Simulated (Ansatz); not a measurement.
`[SiH3][CH2][GeH2][SH]` → `[CH2][SiH3]`• + `[SH][GeH2]`•  (homolysis of the C–Ge bond)

Isolated molecules relaxed with PBE0-D4/def2-TZVP in Ansatz; ΔE leaves out vibrations. CCSD(T)/CBS is the MP2 limit (def2-TZVPP, def2-QZVPP) plus CCSD(T) − MP2 in def2-TZVPP, frozen cores. DFT in def2-TZVPP. B3LYP here is the variant with VWN-RPA as its local correlation; programs differ in this. No spin–orbit coupling; open shells (•) take unrestricted orbitals. For Ge outer-core shells are correlated without core-valence functions, which leaves a few kJ/mol of doubt a bond. Scalar relativity is left out up to krypton. Each species was taken in one conformer, which may not be the lowest.

| level | ΔE (kJ/mol) | difference from CCSD(T)/CBS |
| --- | --- | --- |
| r2SCAN-D4 | 306.1 | -41.1 |
| B3LYP-D4 | 311.8 | -35.4 |
| r2SCAN | 302.6 | -44.6 |
| PBE0 | 313.9 | -33.3 |
| B3LYP | 291.5 | -55.7 |
| HF/def2-TZVPP | 220.2 | -127.0 |
| CCSD/def2-TZVPP | 327.7 | -19.5 |
| SCS-MP2/def2-QZVPP | 353.9 | 6.7 |
| HF/CBS(def2) | 218.0 | -129.2 |
| MP2/CBS(def2) | 367.9 | 20.7 |
| CCSD(T)/CBS | 347.2 | 0 |

Largest T1 diagnostic among the species: 0.014.

The D4 term adds +20.4 kJ/mol with B3LYP and +11.4 kJ/mol with PBE0; it sums over pairs of atoms, weighted by their polarisabilities, and B3LYP, whose exchange is more repulsive, gets the larger term. From PBE to PBE0 (25 % exact exchange), in def2-TZVPP and without D4, ΔE moves by +5.8 kJ/mol. In def2-TZVPP, CCSD(T) changes the Hartree–Fock value by +118.2 kJ/mol (the triples alone add +10.6 kJ/mol) and MP2 by +138.9 kJ/mol; breaking electron pairs costs correlation energy, which Hartree–Fock lacks.
